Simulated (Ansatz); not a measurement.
Reaction (ligand exchange at a Ge–N bond): `N[SiH2][NH][GeH2][NH2]` + HCl → `[NH2][GeH2][Cl]` + `N[SiH2]N`

Isolated molecules relaxed with PBE0-D4/def2-TZVP in Ansatz; ΔE leaves out vibrations. CBS: MP2 limit from def2 TZ/QZ plus the TZ coupled-cluster correction, frozen cores. This one scheme is used for every species. Functionals use def2-TZVPP. B3LYP here is the variant with VWN-RPA as its local correlation; programs differ in this. For Ge outer-core shells are correlated without core-valence functions, which leaves a few kJ/mol of doubt a bond. Scalar relativity is left out up to krypton. Each species was taken in one conformer, which may not be the lowest.

`N[SiH2][NH][GeH2][NH2]`:

Cartesian coordinates in Å:
```
N -1.440 -1.866 -1.575
Si -0.961 -1.011 -0.171
N -0.200 0.465 -0.583
Ge 1.363 1.130 0.138
N 1.266 1.686 1.885
H -0.774 -2.155 -2.273
H -2.249 -2.465 -1.556
H 0.054 -1.683 0.696
H -2.224 -0.883 0.611
H -0.696 1.100 -1.192
H 1.727 2.354 -0.715
H 2.418 0.017 0.114
H 1.161 0.932 2.551
H 0.555 2.380 2.070
```

HCl:

```xyz
2

Cl    0.315    0.389    0.398
H    -0.315   -0.389   -0.398
```

`[NH2][GeH2][Cl]`:

Z-matrix (Å, degrees):
```
Ge
Cl 1 2.176
N 1 1.818 2 112.8
H 1 1.530 2 105.8 3 -118.7
H 1 1.530 2 105.8 3 118.7
H 3 1.010 1 115.0 2 -64.0
H 3 1.010 1 115.0 2 64.0
```

`N[SiH2]N`:

Z-matrix (Å, degrees):
```
Si
N 1 1.711
N 1 1.711 2 108.5
H 1 1.493 2 103.5 3 -125.0
H 1 1.493 2 117.1 3 116.6
H 2 1.006 1 120.5 3 150.7
H 2 1.007 1 121.6 3 -58.1
H 3 1.006 1 120.5 2 150.7
H 3 1.007 1 121.6 2 -58.1
```

```json
{"level": "PBE0-D4", "ΔE (eV)": "-0.72"}
{"level": "B3LYP-D4", "ΔE (eV)": "-0.70"}
{"level": "ωB97M-V", "ΔE (eV)": "-0.70"}
{"level": "SCS-MP2/def2-TZVPP", "ΔE (eV)": "-0.62"}
```

Problem. What does CCSD(T)/CBS give? (Best estimate.)

Solution. The calculation gave: -0.63 eV. The listed levels differ from it by -0.09, -0.07, -0.07, 0.01 eV.

Largest T1 diagnostic among the species: 0.011.

The D4 term adds +0.08 eV with B3LYP and +0.05 eV with PBE0; it sums over pairs of atoms, weighted by their polarisabilities, and B3LYP, whose exchange is more repulsive, gets the larger term. In def2-TZVPP, CCSD(T) changes the Hartree–Fock value by +0.22 eV (the triples alone add +0.02 eV) and MP2 by +0.20 eV.
